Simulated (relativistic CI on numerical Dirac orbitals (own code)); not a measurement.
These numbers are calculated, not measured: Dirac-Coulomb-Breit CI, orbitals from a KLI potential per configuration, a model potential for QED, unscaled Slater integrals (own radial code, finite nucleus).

The strongest absorption lines from the ground level of an ion, among the configurations computed and to levels below about 13400 eV (vacuum wavelength in nm, gf): 0.09526 (0.45), 0.10842 (0.32), 0.11025 (0.7), 0.11035 (1.2), 0.11040 (2.1), 0.11300 (0.65), 0.12621 (2.2), 0.63785 (0.56).

(1) Which ion is it?
A. Re66+
B. Tl74+
C. Re68+
D. Re70+

Answers

(1) C. Re68+ has 7 electrons and the ground level 2s2 2p3 2P°_3/2; the strongest line goes to 2s2 2p2 3d 2D_5/2. The pattern of lines fixes the number of electrons, and along that sequence the line energies rise steadily with the charge (about as its square where n changes within one kind of shell, about linearly where n is kept but much faster in heavy ions where fine structure, which grows about as Z⁴, sets the gap, and irregularly where shells cross), which fixes Z. Configurations outside the model, such as inner-shell arrays, can give stronger lines. At this charge energies of transitions that change n are usually good to better than 1 %, and those within a shell (Δn = 0) to a few per cent.

LS names give the leading component of a level, which can be under half, so a name can repeat, a term be missing and a line seem to break the LS rules.
